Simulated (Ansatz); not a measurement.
This geometry of CH$_{3}$NSe$_{2}$ (7 atoms, charge 0, multiplicity 1) is a first-order saddle point.

All numbers below come from RKS B3LYP/def2-SVP (Ansatz).

```xyz
7
Properties=species:S:1:pos:R:3
N -1.356 -1.060 0.432
C -0.377 -0.310 0.178
Se 0.594 0.362 1.713
Se 0.159 0.172 -1.642
H -1.854 -1.402 -0.396
H 1.590 1.146 0.960
H 1.306 1.025 -1.290
```

Which two structures does it join? (They come from a converged band through this point; their orientation in space is the band's.)

No bond is made or broken. The dihedral Se3–C2–Se4–H7 goes from -31 to 31°. The two ends are copies of one structure, up to a mirror image or an exchange of like atoms.

Initial state:

```xyz
7
Properties=species:S:1:pos:R:3
N -1.399 -0.968 0.433
C -0.359 -0.304 0.186
Se 0.648 0.354 1.705
Se 0.299 0.070 -1.625
H -1.933 -1.224 -0.404
H 1.882 0.640 0.950
H 0.924 1.363 -1.290
```

Final state:

```xyz
7
Properties=species:S:1:pos:R:3
N -1.329 -1.064 0.431
C -0.380 -0.273 0.187
Se 0.594 0.428 1.706
Se 0.137 0.295 -1.620
H -1.757 -1.465 -0.409
H 1.229 1.539 0.973
H 1.568 0.472 -1.313
```

How far does it lie above each of them?

0.5 kcal/mol above the first and 0.5 kcal/mol above the second. This is the barrier of this one path; another mechanism may lie lower.

Time of the run: 2.5 min on 2 threads of Arm Neoverse V1 (shared host), peak memory 0.27 GiB.
